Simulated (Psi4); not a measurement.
F3In, charge -1, doublet, geometry from GFN2-xTB (such geometries of metal compounds can be far from the true shape) (a state made from the parent by changing its charge; the spin is typed, not shown lowest) (all electrons, no relativity) (a gas-phase anion, which may not be bound at this level). Base run: Psi4 with TPSS/3-21G.

Psi4 was given this input:
```
memory 2 GB

molecule mol {
-1 2
In   -0.000000    0.000000   -0.000000
F    -1.950035   -1.186068    0.034914
F     0.017638    2.144580   -0.781715
F     1.932396   -0.958511    0.746802
}

set {
  basis 3-21g
  reference uks
  scf_type pk
}

energy('tpss')
print_variables()
```

The base run was repeated with changes; each row names its change, and settings that it needs were set with it.

```
change                                     E (Eh)  <S^2>  core-seconds (rough)
------------------------------------  -----------  -----  --------------------
base                                  -6015.22542  0.752                    10
functional = bp86                     -6016.02069  0.751                     4
functional = revpbe                   -6015.09387  0.751                     5
functional = cam-b3lyp                -6015.64821  0.764                     6
functional = bhhlyp                   -6015.40610  0.770                     4
functional = b3lyp5                   -6015.24026  0.757                     5
functional = hf (with energy('scf'))  -6011.80888  0.780                     2
functional = wb97x                    -6015.51883  0.770                     5
functional = m06-2x                   -6015.71863  0.771                     6
functional = wb97x-v                  -6015.01039  0.767                    40
functional = tpssh                    -6015.23583  0.754                    10
functional = b3lyp                    -6015.54429  0.757                     5
functional = hse06                    -6014.79679  0.758                    10
```

Totals shift with the method and basis; they matter in differences.

Open shells are given as the SCF converged; they aren't shown to be the lowest states, and a large step between rows can be another state.

A gas-phase anion may not be bound at this level; its values then depend on the basis.
